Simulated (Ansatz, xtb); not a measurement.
# Two isomers of C3H8GeSi

Structure a: `C#[C][Ge@@H]([CH3])[SiH3]`, a singlet. Structure b: `C#C[Si@@H](C)[GeH3]`, a singlet. Both are isolated molecules in the gas phase, relaxed with r2SCAN-D4/def2-SVP.

Quicker runs give these differences E(b) − E(a): GFN2-xTB +2.9 kcal/mol; HF/STO-3G −3.4 kcal/mol (at GFN2-xTB geometries); r2SCAN-D4/def2-SVP//GFN2-xTB −7.3 kcal/mol.

Estimate which is lower in electronic energy at CCSD(T)/def2-SVP + ΔMP2/def2-TZVPP, and by roughly how much.

The CCSD(T)/def2-SVP + ΔMP2/def2-TZVPP calculation puts structure b lower, by 5.5 kcal/mol.

How the difference moves with the method:

```csv
level,geometry,E(b) − E(a) (kcal/mol),departure from the last row (kcal/mol),"job, with rough time for the two"
GFN2-xTB,GFN2-xTB,+2.9,+8.4,"optimisation, 0.17 s"
HF/STO-3G,GFN2-xTB,−3.4,+2.1,"single point, 0.66 s"
r2SCAN-D4/def2-SVP//GFN2-xTB,GFN2-xTB,−7.3,−1.8,"single point, 3.4 s"
r2SCAN-D4/def2-SVP,r2SCAN-D4/def2-SVP,−8.3,−2.8,"optimisation, 30 s"
HF/def2-SVP,r2SCAN-D4/def2-SVP,−6.6,−1.2,part of the CCSD(T) run
MP2/def2-SVP,r2SCAN-D4/def2-SVP,−6.4,−0.9,part of the CCSD(T) run
CCSD(T)/def2-SVP,r2SCAN-D4/def2-SVP,−6.3,−0.9,single point
CCSD(T)/def2-SVP + ΔMP2/def2-TZVPP,r2SCAN-D4/def2-SVP,−5.5,,"single point, 53 s"
```

As drawn, b has 2 C–Si, 2 Ge–H in place of 2 C–Ge, 2 Si–H.

GFN2-xTB puts the two in the other order. The largest departure from CCSD(T)/def2-SVP + ΔMP2/def2-TZVPP is that of GFN2-xTB, 8.4 kcal/mol. A small imaginary or near-zero mode remains, so no thermal terms are given. The last row adds to CCSD(T) the change of the MP2 difference between the two basis sets, here +0.9 kcal/mol.

The correlated steps freeze 17 core orbitals; the filled d shell of Ge is correlated, in a basis made for valence electrons. Run with Ansatz 0.2.0, xtb 6.7.1; the last row on 2 threads of Intel(R) Xeon(R) Platinum 8488C (Sapphire Rapids) on a shared host.
